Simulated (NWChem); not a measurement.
System meant: C₄H₅FO; SMILES C=COC(=C)F

Here is an NWChem input.

```
start job
memory heap 200 mb stack 900 mb global 1100 mb
geometry units angstroms noautoz
  C      0.452162     1.874863    -0.575875
  C     -0.508147     1.449971     0.240092
  O     -0.809363     0.143334     0.585600
  C     -0.018779    -0.868182     0.156530
  C     -0.452385    -1.926833    -0.515065
  F      1.261200    -0.738597     0.547029
  H      1.158442     1.211639    -1.061204
  H      0.545578     2.938265    -0.763849
  H     -1.209305     2.109356     0.738910
  H      0.221513    -2.742764    -0.741054
  H     -1.487230    -1.983268    -0.824540
end
basis spherical
  C library def2-svp
  O library def2-svp
  F library def2-svp
  H library def2-svp
end
dft
  xc b3lyp
  iterations 4
  mulliken
end
task dft energy
```

End of the output:

```
    Atom       Charge   Shell Charges
 -----------   ------   -------------------------------------------------------
    1 C    6     6.11   1.97  0.59  0.32  1.90  1.26  0.07
    2 C    6     5.93   1.96  0.61  0.30  1.83  1.09  0.15
    3 O    8     8.06   1.97  0.90  0.55  2.75  1.85  0.03
    4 C    6     5.89   1.96  0.61  0.27  1.80  0.99  0.25
    5 C    6     6.11   1.97  0.59  0.32  1.91  1.26  0.07
    6 F    9     9.06   1.98  1.02  0.74  3.22  2.10  0.01
    7 H    1     0.97   0.63  0.27  0.07
    8 H    1     0.96   0.63  0.27  0.07
    9 H    1     0.97   0.64  0.26  0.07
   10 H    1     0.96   0.62  0.27  0.07
   11 H    1     0.96   0.62  0.27  0.07

 center of mass
 --------------
 x =   0.04679913 y =  -0.05342515 z =   0.06982592

 moments of inertia (a.u.)
 ------------------
         642.129890951959           0.000000000000           0.000000000000
           0.000000000000         270.117668814418          -0.000000000000
           0.000000000000          -0.000000000000         756.466882558761

     Multipole analysis of the density
     ---------------------------------

     L   x y z        total         alpha         beta         nuclear
     -   - - -        -----         -----         ----         -------
     0   0 0 0      0.000000    -23.000000    -23.000000     46.000000

     1   1 0 0     -0.202720     -0.101360     -0.101360      0.000000
     1   0 1 0      0.192690      0.096345      0.096345     -0.000000
     1   0 0 1     -0.265162     -0.132581     -0.132581      0.000000

     2   2 0 0    -26.290702    -64.815390    -64.815390    103.340077
     2   1 1 0      0.059145     -4.129810     -4.129810      8.318765
     2   1 0 1     -0.636462      1.218413      1.218413     -3.073289
     2   0 2 0    -22.405509   -174.540704   -174.540704    326.675899
     2   0 1 1      1.121283     -1.295347     -1.295347      3.711976
     2   0 0 2    -26.440539    -36.229955    -36.229955     46.019372

 ------------------------------------------------------------------------
 dft energy failed                                                                                  0
 ------------------------------------------------------------------------
 ------------------------------------------------------------------------
  current input line :
    27: task dft energy
 ------------------------------------------------------------------------
 ------------------------------------------------------------------------
 This type of error is most commonly associated with calculations not reaching convergence criteria
 ------------------------------------------------------------------------
 For more information see the NWChem manual at https://nwchemgit.github.io

0:dft energy failed:Received an Error in Communication
```

Question: Find the fault in this run and fix the input.

Answer: Convergence was not reached. Cause: the SCF was allowed too few iterations. This input runs:
```
start job
memory heap 200 mb stack 900 mb global 1100 mb
geometry units angstroms noautoz
  C      0.452162     1.874863    -0.575875
  C     -0.508147     1.449971     0.240092
  O     -0.809363     0.143334     0.585600
  C     -0.018779    -0.868182     0.156530
  C     -0.452385    -1.926833    -0.515065
  F      1.261200    -0.738597     0.547029
  H      1.158442     1.211639    -1.061204
  H      0.545578     2.938265    -0.763849
  H     -1.209305     2.109356     0.738910
  H      0.221513    -2.742764    -0.741054
  H     -1.487230    -1.983268    -0.824540
end
basis spherical
  * library def2-svp
end
dft
  xc b3lyp
  iterations 150
  mulliken
end
task dft energy
```
It converges to -330.19160 Ha (B3LYP/def2-SVP).
